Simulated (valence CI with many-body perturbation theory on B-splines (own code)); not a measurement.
# Hyperfine factors and g values of Ce XX

Calculated by valence CI with perturbative core correlation (CI+MBPT): three valence electrons over a frozen Dirac-Fock core [Kr], radial functions for each j: 7 s, 7 p, 8 d, 6 f, 4 g, 1 h, with the one-electron correlation potential Σ1 (screened to all orders), the two-electron term Σ2, the three-electron term Σ3, Breit, model QED; selected single and double excitations, second order for the rest, scaled by the run's own slope (own B-spline code, finite nucleus).

No measured levels were compared; by estimate terms of the open shell hold to 2 to 4 % of their energy, and close levels can change places. The list stops below the first excitations out of the core.

A/g_I is the dipole constant over the nuclear g factor μ/I (μ in nuclear magnetons, uniformly magnetised nucleus), B/Q the quadrupole constant per barn. Both hold the static response of the core; the bare values leave it out. Large factors of s and p1/2 electrons are usually good to 5 to 10 %; those of open d and f shells near neutrality can be off by tens of per cent, and small factors of p3/2, d and f electrons come from cancelling terms and can be off by a factor of two or in sign, in half-filled shells by more. B is blank for J = 1/2, where it vanishes, and for nearly pure S terms. Energies count from the lowest level.

Names give the largest LS component (configuration and term), which can be under half, so a name can repeat, a term be missing and a line seem to break the LS rules; names also repeat where a configuration has a term twice. Letters in brackets count levels of one name in rising energy.

| Level | E (cm⁻¹) | g | A/g_I (MHz) | A/g_I bare | B/Q (MHz/b) | B/Q bare |
| --- | --- | --- | --- | --- | --- | --- |
| 4d3 4F_3/2 | 0.0 | 0.525 | 8550 | 7840 | -3290 | -3120 |
| 4d3 4F_5/2 | 21046 | 1.039 | 4580 | 4510 | -2170 | -2070 |
| 4d3 4F_7/2 | 34964 | 1.160 | 4160 | 4230 | -882 | -852 |
| 4d3 4P_3/2 | 38950 | 1.358 | 3380 | 3690 | -2540 | -2410 |
| 4d3 4F_9/2 | 41691 | 1.156 | 4590 | 4650 | 2250 | 2110 |
| 4d3 4P_1/2 | 45573 | 2.070 | -4880 | -3650 |  |  |
| 4d3 2G_7/2 | 64905 | 0.981 | 4680 | 4550 | 1990 | 1890 |
| 4d3 2H_9/2 | 68111 | 1.102 | 4090 | 4100 | 3780 | 3570 |
| 4d3 4P_5/2 | 68316 | 1.534 | 1040 | 1580 | 4890 | 4620 |
| 4d3 2D_3/2 [a] | 78675 | 1.168 | 4150 | 4230 | -4990 | -4730 |
| 4d3 2P_1/2 | 83283 | 1.264 | -903 | -655 |  |  |
| 4d3 2H_11/2 | 87741 | 1.089 | 4390 | 4380 | 10800 | 10200 |
| 4d3 2D_5/2 [a] | 95032 | 1.199 | 3630 | 3760 | -505 | -484 |
| 4d3 2F_5/2 | 103290 | 0.945 | 3980 | 3810 | 5780 | 5480 |
| 4d3 2G_9/2 | 106360 | 1.091 | 3480 | 3480 | 2830 | 2690 |
| 4d3 2F_7/2 | 107260 | 1.124 | 4360 | 4400 | 2610 | 2490 |
| 4d3 2P_3/2 | 116430 | 1.190 | 3810 | 3920 | 1200 | 1140 |
| 4d3 2D_3/2 [b] | 154790 | 0.817 | 6980 | 6630 | 5930 | 5620 |
| 4d3 2D_5/2 [b] | 161050 | 1.162 | 3270 | 3360 | 3190 | 3030 |
